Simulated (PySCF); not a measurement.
C5H8O, SMILES C1COCCC=1.

Geometry: B3LYP-D3(BJ)/def2-SVP. One conformer was computed; it need not be the lowest.

Vertical ionisation energy (IE) and electron affinity (EA) in eV. Rows of orbital energies are one-electron estimates. Where ΔSCF, EOM or ADC give a negative EA the extra electron is unbound and the value depends on the basis.

```
level                                              IE    EA
-----------------------------------------------  ----  ----
−ε(HOMO), −ε(LUMO), CAM-B3LYP/def2-TZVP (PySCF)   ___   ___
−ε(HOMO), −ε(LUMO), PBE/def2-TZVP (PySCF)        5.73  0.64
```

Problem. What belongs in the gaps? (Estimate from the structure and the level; the computed values follow.)

Solution. 
- −ε(HOMO), −ε(LUMO), CAM-B3LYP/def2-TZVP (PySCF), IE: 8.41
- −ε(HOMO), −ε(LUMO), CAM-B3LYP/def2-TZVP (PySCF), EA: -1.50
